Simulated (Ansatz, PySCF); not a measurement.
Process, species as SMILES: CC[Si](Cl)(Cl)Cl + 5 [H][H] (H2) -> 2 C (CH4) + 3 Cl (HCl) + [SiH4] (SiH4)
Structures are relaxed separately at B3LYP-D3(BJ)/def2-TZVP in Ansatz (a quantum-chemistry and plane-wave program), one conformer each, not searched for the lowest. Frequencies are from Ansatz or PySCF.

Quantity: energy of full hydrogenation (0 K, with B3LYP-D3(BJ) harmonic zero-point energies), in kcal/mol. Correlated levels leave the core frozen unless marked. Spin-orbit coupling is left out. Non-relativistic. CBS marks a two-point X^-3 extrapolation of the correlation energy; Hartree-Fock from the larger set.

```tsv
level	program	energy of full hydrogenation (kcal/mol)
revPBE/def2-TZVPD	Ansatz	___
PBE0/def2-TZVP	Ansatz	41.6
CAM-B3LYP-D4/def2-TZVPD	Ansatz + dftd4	40.2
CCSD/STO-3G	Ansatz	66.7
CCSD/aug-cc-pV(T+d)Z	Ansatz	___
CCSD(T)/CBS(cc-pV(T+d)Z,cc-pV(Q+d)Z)	Ansatz	___
```

Some entries are withheld; supply them.


- revPBE/def2-TZVPD, energy of full hydrogenation (kcal/mol): 38.0
- CCSD/aug-cc-pV(T+d)Z, energy of full hydrogenation (kcal/mol): 37.5
- CCSD(T)/CBS(cc-pV(T+d)Z,cc-pV(Q+d)Z), energy of full hydrogenation (kcal/mol): 47.6
